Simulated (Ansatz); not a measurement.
CH₃IOZn (`O[CH2][Zn][I]`) at its PBE0-D4/def2-TZVP geometry, where that method's forces vanish. The species carries charge 0 and has multiplicity 1. I takes the def2 core potential.

```xyz
7

O     1.2247   -0.8423    0.6057
C    -0.1015   -0.3378    0.6436
Zn   -0.6643    0.5420   -1.0357
I    -1.2791    1.6213   -3.1377
H     1.8370   -0.1045    0.6326
H    -0.2629    0.3231    1.5034
H    -0.7538   -1.2018    0.7881
```

(1) What forces (eV/Å) does ωB97M-V/def2-TZVPP give on these atoms in Ansatz? (An estimate is asked.)

Answers

(1) Computed: 
```
O1   0.343 -0.041 -0.008
C2  -0.442  0.164 -0.015
Zn3  0.020  0.012 -0.052
I4   0.025 -0.051  0.102
H5  -0.029 -0.062 -0.003
H6   0.019 -0.102 -0.053
H7   0.064  0.078  0.028
```
